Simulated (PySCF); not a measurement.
A GIAO shielding run with PySCF 2.14 (density fitting, non-relativistic, gas phase) on `CC[C@@]1(CC#N)CO[SiH2]O1`, C₆H₁₁NO₂Si:

```
$ OMP_NUM_THREADS=1 python probes_run.py task.json out

{"job": {"kind": "nmr", "xc": "PBE0", "basis": "pcSseg-1"}, "charge": 0, "multiplicity": 1}
C      1.977829    -1.158500    -0.140277
C      0.746660    -0.587587    -0.835566
C     -0.173811     0.199944     0.108901
C      0.519732     1.447006     0.685308
C      0.919732     2.354474    -0.354528
N      1.236473     3.070226    -1.187813
C     -1.483429     0.580146    -0.630814
O     -2.440202    -0.396304    -0.348662
Si    -2.039447    -1.276947     0.974662
O     -0.555177    -0.616181     1.189274
H      2.473015    -1.873964    -0.791581
H      1.685437    -1.666286     0.775880
H      2.692381    -0.374980     0.101205
H      1.047974     0.063767    -1.659166
H      0.151639    -1.408802    -1.242700
H      1.397552     1.137398     1.256851
H     -0.167147     1.957024     1.366650
H     -1.332009     0.626244    -1.711773
H     -1.852952     1.553353    -0.287305
H     -2.829605    -0.937567     2.145281
H     -1.983562    -2.675523     0.585702
```

Hardware: 1 thread of an Intel Xeon, shared host. The job also computes population analyses, field gradients, ring-centre shieldings.

Task: How large is the calculation?

Result: 84 electrons, 232 basis functions and 1219 auxiliary functions.

Task: How long does it take, and how much memory does it need?

Result: 2.2 min of wall time, with 14 SCF cycles and 5 response iterations; peak memory 1.1 GiB. Times on a shared host scatter by some tens of per cent.
